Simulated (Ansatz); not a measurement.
Coupled-cluster diagnostics for the cluster AlSi3⁺, Ansatz.

Geometry of the singlet (PBE0-D4/def2-TZVP):

Cartesian coordinates in Å:
```
Al -0.153 -0.990 -0.800
Si 0.124 0.814 0.642
Si 0.241 -1.420 1.581
Si -0.212 1.596 -1.424
```

Correlated methods freeze 20 core orbitals. Another isomer (singlet) lies 1.37 eV lower at PBE0-D4/def2-TZVP; other spin states weren't run for this one.

Question: Estimate the CCSD(T) correlation energy, the shares of MP2 and (T), T1 and the reference's ⟨S²⟩ for: charge 1, singlet, own geometry in def2-TZVPP; and the rough time on 4 threads of Arm Neoverse V1 on a shared host.

Answer: 
```
                          state       basis  correlation (eV)  MP2 share (%)  (T) share (%)     T1  ⟨S²⟩ (pure)  wall time                            remarks
charge 1, singlet, own geometry  def2-TZVPP           -11.600           84.9            8.5  0.049  0.00 (0.00)       12 s  large T1, restricted SCF unstable
```
Customary marks for T1 are 0.02 (closed shells), 0.045 (open shells) and about 0.05 (3d metals). T1 exceeds 0.02 in 1 of 1 rows and 0.045 in 1; the higher it lies, the less the single-reference result can be trusted.
